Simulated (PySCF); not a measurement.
HO₃, SMILES [O]OO, multiplicity 2. Atoms are numbered in the order given.

```xyz
4

O     -0.2832    -1.1506     0.0000
O      0.5016     0.2092     0.0000
H      0.4887    -1.7454     0.0000
O     -0.2795     1.1595     0.0000
```
Charge 0, spin multiplicity 2.

Coordinates come from a TPSSh-D3(BJ)/def2-TZVP optimisation. One conformer was computed; it need not be the lowest.

Method: PBE/pcH-1 run with PySCF.

Unrestricted Kohn–Sham, ⟨S²⟩ = 0.753. Hyperfine tensors hold the contact and dipolar terms, without spin-orbit corrections.

**Question.** Estimate the hyperfine couplings. (Estimate from the structure and the level; the computed values follow.)

**Answer.** 
```csv
nucleus,A(iso) (MHz),A(iso) (G),dipolar principal values (MHz)
17O no. 1,2.2,0.8,"-37.6, 10.9, 26.7"
17O no. 2,-9.1,-3.2,"-155.4, 74.0, 81.5"
1H no. 3,-4.3,-1.5,"-5.9, -4.6, 10.5"
17O no. 4,-17.6,-6.3,"-182.6, 86.2, 96.4"
```

**Question.** And the g tensor (effective nuclear charges for spin-orbit coupling, GIAO)? (An estimate is asked for; the answer gives what the named calculation found.)

**Answer.** principal values 2.0020, 2.0072, 2.0121; isotropic 2.0071.
